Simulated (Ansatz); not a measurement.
Species: C4H11BO2, charge 0, multiplicity 1. 
Coordinates optimised at B3LYP-D3(BJ)/def2-TZVP (Ansatz, a quantum-chemistry and plane-wave program):
SMILES: CCB(OC)OC
```xyz
18

C      0.8405     2.6236    -0.0699
C     -0.2267     1.7288     0.5634
B     -0.1774     0.1998     0.1706
O     -1.2598    -0.5491     0.5478
C     -1.4070    -1.9584     0.5458
O      0.9307    -0.2420    -0.4960
C      1.1629    -1.5009    -1.1041
H      0.7663     2.6171    -1.1593
H      1.8447     2.2793     0.1821
H      0.7474     3.6596     0.2631
H     -0.1608     1.7879     1.6573
H     -1.2289     2.1062     0.3327
H     -1.6511    -2.3324    -0.4508
H     -2.2323    -2.1997     1.2153
H     -0.5102    -2.4644     0.9073
H      1.9896    -1.3756    -1.8028
H      0.2915    -1.8533    -1.6582
H      1.4458    -2.2535    -0.3654
```

Dipole moments at this geometry, in debye (magnitudes).

| level | program | dipole (D) |
|---|---|---|
| BLYP/def2-TZVPD | Ansatz | 2.49 |
| r2SCAN/def2-TZVPD | Ansatz | 2.45 |
| B97M-V/def2-TZVPD | Ansatz | 2.35 |
| B3LYP/def2-TZVPD | Ansatz | 2.55 |
| PBE0/def2-TZVPD | Ansatz | 2.49 |
| BHLYP/def2-TZVPD | Ansatz | 2.62 |
| r2SCANh/def2-TZVPD | Ansatz | 2.47 |
| HSE06/def2-TZVPD | Ansatz | 2.49 |
| CAM-B3LYP/def2-TZVPD | Ansatz | 2.63 |
| CCSD(T)/aug-cc-pVDZ | Ansatz | 2.62 |
